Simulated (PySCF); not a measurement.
PySCF input file for C2H8FNSi, SMILES N(C)([SiH2]F)C, PBE/pcSseg-1. Coordinates come from a B3LYP-D3(BJ)/def2-SVP optimisation. This is a generated structure with no PubChem entry under its InChIKey; it may be hypothetical. The values are those of a single conformer.

```python
import numpy as np
from pyscf import gto, scf, dft
from pyscf.prop.nmr import rks as nmr

mol = gto.M(
    atom='''
    Si    0.93791291   -0.50862478   -0.00000000
    F     1.90474843    0.81202202    0.00000000
    N    -0.73969326   -0.14682301   -0.00000000
    C    -1.46645447    0.15866253   -1.21853772
    C    -1.46645447    0.15866253    1.21853772
    H     1.25826276   -1.24505527    1.24740609
    H     1.25826277   -1.24505527   -1.24740610
    H    -0.88270878   -0.13697428   -2.10338960
    H    -1.69701223    1.23837727   -1.31138673
    H    -2.42764681   -0.38816795   -1.25201955
    H    -1.69701224    1.23837727    1.31138673
    H    -0.88270879   -0.13697429    2.10338960
    H    -2.42764682   -0.38816797    1.25201955
    ''',
    basis='pcSseg-1',
    charge=0,
    spin=0,
    max_memory=1600,
    verbose=3,
)
mf = dft.RKS(mol, xc='pbe')
mf.grids.level = 3
mf.conv_tol = 1e-10
mf.max_cycle = 100
mf.kernel()
n = nmr.NMR(mf)
n.verbose = 2
n.max_cycle_cphf = 60
sigma = n.kernel()
print('atom   isotropic/ppm   span/ppm')
for i, s in enumerate(sigma):
    w = np.linalg.eigvalsh((s + s.T) / 2)
    print(f'{mol.atom_symbol(i):2s}{i + 1:3d} {w.mean():14.3f} {w[2] - w[0]:11.3f}')
```

It prints:

```
converged SCF energy = -524.723250974489
atom   isotropic/ppm   span/ppm
Si  1        349.125      52.138
F   2        314.409     147.145
N   3        200.056      95.760
C   4        138.140      66.349
C   5        138.140      66.349
H   6         26.333       8.390
H   7         26.333       8.390
H   8         28.138       9.439
H   9         28.475      10.729
H  10         28.691      10.435
H  11         28.475      10.729
H  12         28.138       9.439
H  13         28.691      10.435
```

The calculation finished and met its thresholds.
